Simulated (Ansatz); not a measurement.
BH₂O₃, SMILES [O]B(O)O, multiplicity 2.

Coordinates come from a ωB97X-D3(BJ)/def2-SVP optimisation. The isomer is the one that the SMILES or the coordinates give; other isomers of the formula were not compared. One conformer was computed; it need not be the lowest.

Two levels are set side by side: PBE/def2-SVPD (Ansatz, a program for electronic structure) and ωB97X-V/def2-SVPD (Ansatz). Energy differences of separate SCF runs at the same geometry; the states with an electron removed or added have multiplicity 3 and 1. Differences are taken from unrounded values.

| quantity | ωB97X-V | PBE | PBE minus ωB97X-V |
|---|---|---|---|
| vertical ionisation energy (eV) | 12.35 | 11.68 | -0.68 |
| vertical electron affinity (eV) | 2.19 | 2.45 | 0.26 |
